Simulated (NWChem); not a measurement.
Molecule: MgHSeCl; SMILES [Cl][Mg][SeH]

```xyz
4

Mg     0.0070    -0.7388     0.0000
Cl     0.0150    -2.9407     0.0000
Se     0.0324     1.6814     0.0000
H     -1.4414     1.6907     0.0000
```
Atoms are numbered in this order, from 1.

Program: NWChem. Pople sets run with spherical d functions. Structure relaxed at the PBE0/def2-SVP level.

### Question
What does the run give for B3LYP/6-31G*? Quantities: highest occupied level (eV); orbital gap (eV); dipole (D).

### Answer
```
Quantity                     Result
---------------------------  ------
highest occupied level (eV)   -6.79
orbital gap (eV)               4.86
dipole (D)                     1.06
```
